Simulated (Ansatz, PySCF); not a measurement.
Gas-phase reaction (SMILES): C[SiH](C)C [trimethylsilane] + F (HF) → C[Si](C)(C)F [fluoro(trimethyl)silane] + [H][H] (H2); hydrogen fluoride cleaves one Si-H bond, a model of a ligand-exchange step.

Structures are relaxed separately at B3LYP-D3(BJ)/def2-TZVP in Ansatz (a program for electronic structure). Cores are frozen in the correlated levels unless marked. Spin-orbit coupling is left out. No relativistic terms. CBS(X,Y): correlation extrapolated as X^-3; Hartree-Fock from the larger set. Thermal terms are rigid-rotor harmonic-oscillator values from B3LYP-D3(BJ) frequencies (Ansatz or PySCF) at 298.15 K and 1 atm. 1 Eh = 627.5095 kcal/mol.

```
species       E, CCSD(T)/CBS(cc-pV(T+d)Z,cc-pV(Q+d)Z) (Ansatz) (Eh)  E, PBE-D3(BJ)/def2-TZVPD (Ansatz + dftd3) (Eh)  H - E (Eh)
------------  -----------------------------------------------------  ----------------------------------------------  ----------
C[SiH](C)C                                               -409.27984                                      -409.58986     0.12691
F (HF)                                                   -100.39146                                      -100.39533     0.01259
C[Si](C)(C)F                                             -508.54862                                      -508.86642     0.12234
[H][H] (H2)                                                -1.17450                                        -1.16598     0.01336
```

Q: Work out ΔE and ΔH at 298.15 K at the first level, then ΔH at the second.

A: 
1. ΔE = [(-508.54862) + (-1.17450)] - [(-409.27984) + (-100.39146)] = -0.05182 Eh = -32.5 kcal/mol at CCSD(T)/CBS(cc-pV(T+d)Z,cc-pV(Q+d)Z).
2. The terms H - E add up to -0.00380 Eh, so ΔH = (-0.05182 + (-0.00380))×627.5095 = -34.9 kcal/mol.
3. At PBE-D3(BJ)/def2-TZVPD the same steps give ΔE = -29.6 and ΔH = -32.0 kcal/mol, a shift of +2.9 from the first level.
4. These values are not checked against measurement here, since the tables used lack a sound gas-phase enthalpy of formation for at least one species.
